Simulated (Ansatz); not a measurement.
(AgF)2 ring (Ag₂F₂). Total charge 0; triplet. Geometry r2SCAN-D4/def2-TZVP, that of the neutral singlet; atoms count from 1.

```xyz
4

Ag    0.1988    1.0627   -0.9662
F    -0.7252    1.0690    1.0253
Ag   -0.2016   -1.0632    0.9647
F     0.7280   -1.0685   -1.0238
```

In the def2 sets Ag takes a core potential; there is no spin–orbit coupling. At PBE0-D4/def2-TZVP a singlet of charge 0 lies 3.01 eV below the triplet at the same geometry.

**Question.** Estimate the Mulliken populations from the PBE0/def2-TZVP orbitals of Ansatz.

**Answer.** 
```tsv
atom	charge (e)	spin (α − β)	d electrons
Ag1	0.51	0.32	9.90
F2	-0.45	0.26	–
Ag3	0.39	1.16	9.54
F4	-0.45	0.26	–
```
Mulliken values and Mayer orders depend strongly on the basis.

**Question.** Where does the spin sit?

**Answer.** Summed by element: Ag 1.49, F 0.51, of 2 unpaired in all. Largest on single atoms: Ag3 1.16, Ag1 0.32, F4 0.26.

**Question.** And the Mayer bond orders between bonded heavy atoms (over 0.3)?

**Answer.** Ag1–Ag3 0.44 (2.90 Å); F2–Ag3 0.41 (2.20 Å); Ag3–F4 0.41 (2.20 Å).
